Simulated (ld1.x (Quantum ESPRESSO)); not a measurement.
Ba: what ld1.x (Quantum ESPRESSO) 7.5 does with a changed input

Command:

```bash
ld1.x < Ba.in > Ba.out
```

Input:

```
&input
   title='Ba', zed=56., rel=1, dft='PZ', iswitch=3,
   config='[Xe] 5d0 6s1.5 6p0.5',
   nld=3, rlderiv=3.85, eminld=-5.0, emaxld=5.0, deld=0.02
 /
 &inputp
   pseudotype=3, lpaw=.true., tm=.true., lloc=-2, rcloc=3.10,
   nlcc=.true., new_core_ps=.true., rcore=2.15,
   which_augfun='BESSEL', rmatch_augfun=1.90,
   file_wfcaegen='ae.wfc', file_wfcncgen='nc.wfc', file_beta='beta', file_chi='chi', file_wfcusgen='us.wfc'
 /
6
5S  1  0   2.00   0.00  2.45  2.65  0.0
6S  2  0   1.50   0.00  2.45  2.65  0.0
5P  2  1   6.00   0.00  2.75  3.55  0.0
6P  3  1   0.50   0.00  2.75  3.55  0.0
5D  3  2   0.00   0.00  2.45  3.15  0.0
5D  3  2   0.00   1.40  2.45  3.15  0.0
 &test
   configts(1)='5s2 5p6 5d0 6s1.5 6p0.5'
 /
```

This is an input that runs to its end, with one change: file_pseudopw left out.

How does the run end?

The program runs through. The occupied levels of the test differ from the all-electron ones by at most 0.00004 Ry (unchanged input: 0.00004 Ry). No file is written.

```

     n l     nl             e AE (Ry)        e PS (Ry)    De AE-PS (Ry)
     1 0     5S   1( 2.00)       -2.52767       -2.52764       -0.00003
     2 1     5P   1( 6.00)       -1.42434       -1.42430       -0.00004
     3 2     5D   1( 0.00)       -0.18893       -0.18891       -0.00001
     2 0     6S   1( 1.50)       -0.26982       -0.26982       -0.00001
     3 1     6P   1( 0.50)       -0.11389       -0.11389        0.00000

     eps = 1.1E-16  iter =  6

     Etot =  -16258.547003 Ry,   -8129.273502 Ha, -221208.801155 eV
     Etotps =  -423.346602 Ry,    -211.673301 Ha,   -5759.923951 eV

     Ekin =      90.923933 Ry,      45.461967 Ha,    1237.083130 eV
     Encl =    -171.172417 Ry,     -85.586208 Ha,   -2328.919375 eV
     Ehrt =      39.210734 Ry,      19.605367 Ha,     533.489208 eV
     Ecxc =    -382.308852 Ry,    -191.154426 Ha,   -5201.576914 eV
     (Ecc =      -0.814493 Ry,      -0.407246 Ha,     -11.081737 eV)

     ---------------------- End of pseudopotential test ----------------------
```
